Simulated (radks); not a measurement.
Sr V, 34 electrons, occupied as [Ar] 3d10 4s2 4p4 (the NIST ground configuration). Method: Dirac Kohn-Sham, exchange-only B88, spin-unpolarised, spherical densities, finite nucleus; open shells fill j = l - 1/2 first; Fermi nuclear charge, rms radius 4.224 fm; computed with a radial shooting solver on a logarithmic mesh with Libxc functionals.

Spin-orbit splittings of the eigenvalues, e(l+1/2) - e(l-1/2), with zeta = 2 splitting/(2l+1) and mean radii in bohr:

shell	occ.	splitting (eV)	zeta (eV)	<r> j=l-1/2	<r> j=l+1/2
2p	6	68.47	45.65	0.1474	0.1516
3p	6	10.52	7.014	0.4909	0.5013
3d	10	1.841	0.7363	0.4946	0.4983
4p	4	1.399	0.9324	1.430	1.455
